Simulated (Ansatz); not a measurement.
`[NH2][Al]([Cl])[Cl]` + CH₃OH → `C[O][Al]([NH2])[Cl]` + HCl at 298.15 K and 1 bar (ligand exchange at the Al–Cl bond).

Calculated with Ansatz (gas phase, PBE0-D4/def2-TZVP geometries, no zero-point term in ΔE). CCSD(T)/CBS is the MP2 limit (def2-TZVPP, def2-QZVPP) plus CCSD(T) − MP2 in def2-TZVPP, frozen cores. This one scheme is used for every species. Each species was taken in one conformer, which may not be the lowest.

| species | CCSD(T)/CBS energy (Eh) | H − E (kJ/mol) | S (J/(mol·K)) |
| --- | --- | --- | --- |
| `[NH2][Al]([Cl])[Cl]` | -1217.66844 | 94.5 | 322.9 |
| CH₃OH | -115.61712 | 146.3 | 238.2 |
| `C[O][Al]([NH2])[Cl]` | -872.89306 | 206.4 | 370.5 |
| HCl | -460.38127 | 26.6 | 186.8 |

H − E and S are ideal-gas, rigid-rotor, harmonic terms from PBE0-D4/def2-TZVP, for one conformer and one mirror image of each species. 1 Eh = 2625.50 kJ/mol, R = 8.31446 J/(mol·K).

**Question.** By hand: ΔE, ΔH, ΔS and ΔG.

**Answer.** ΔE = (-872.89306) + (-460.38127) − (-1217.66844) − (-115.61712) = 0.01123 Eh = 29.5 kJ/mol. Δ(H − E) = 206.4 + 26.6 − 94.5 − 146.3 = -7.8, so ΔH = 21.7 kJ/mol. ΔS = 370.5 + 186.8 − 322.9 − 238.2 = -3.8 J/(mol·K). ΔG = 21.7 − 298.15 × (-3.8)/1000 = 22.8 kJ/mol.

**Question.** By hand: the equilibrium constant, and the temperature at which ΔG would vanish if ΔH and ΔS stayed fixed.

**Answer.** log₁₀ K = −ΔG/(RT ln 10) = -4.0. ΔH and −TΔS have one sign here, so there is no such temperature.

The number of gas molecules stays the same, so ΔS is small and ΔH decides. A doubt of 5 kJ/mol in ΔE shifts log₁₀ K by 0.9 here. Other conformers and mirror images would add mixing entropy, several J/(mol·K) or more a flexible species. These are equilibria of isolated gas molecules and say nothing of rates. Largest T1 diagnostic: 0.010 (customary marks: 0.02 for closed shells, 0.045 for open ones).

ΔS is within the doubt of such terms, so its sign, and with it that verdict, could turn.
